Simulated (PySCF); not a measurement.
C3H11NSi2, SMILES C(N([SiH3])C=C)[SiH3].

Geometry: B3LYP-D3(BJ)/def2-SVP. The structure was generated by enumeration, and PubChem lists no compound with its InChIKey, so it may never have been made. One conformer was computed; it need not be the lowest.

All values below come from PBE/def2-TZVP (PySCF).

The molecule is in vacuum.

```json
{
 "total_energy": "-754.18436 hartree",
 "highest_occupied_level": "-4.83 eV",
 "lowest_empty_level": "-0.56 eV",
 "orbital_gap": "4.27 eV",
 "dipole_moment": "1.23 D",
 "quadrupole, principal values (traceless, Buckingham form, about the centre of nuclear charge)": "-5.14, 0.90, 4.24 D·Å"
}
```
